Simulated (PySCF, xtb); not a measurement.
In(F)(Me)(OH) (CH₄FInO), SMILES [OH][In]([F])[CH3].

GFN2-xTB run with xtb at its own geometry gives an orbital gap of 3.50 eV and a dipole moment of 4.02 D.

Geometry: B3LYP-D3(BJ)/def2-SVP. The def2 effective core potentials stand for the cores of In; spin–orbit coupling is left out. Other conformers were not sampled.

Question: What does M06-2X/def2-TZVP in PySCF give? (Estimate from the structure and the level; the computed values follow.)

Answer: gap 9.36 eV (levels -10.07 and -0.71 eV), dipole 2.78 D.
